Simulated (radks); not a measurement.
Species: B4+. Configuration: 1s0.5 2p0.5 (fractional occupations, a model configuration). Calculated with a radial shooting solver on a logarithmic mesh with Libxc functionals: non-relativistic Kohn-Sham, OLYP, spin-polarised, spherical densities, point nucleus; open shells are filled with parallel spins first.

Unscreened Slater integrals over Kohn-Sham orbitals (hartree). They are taken over the spin-up orbitals.

F0(2p,2p): 0.86040
F2(2p,2p): 0.41379
F0(2p,1s): 1.1598
G1(2p,1s): 0.22135
F0(1s,1s): 3.1771

Derived for the open shells (J is the average intra-shell exchange parameter used in DFT+U). 2p: J = F2/5 = 0.08276 hartree.
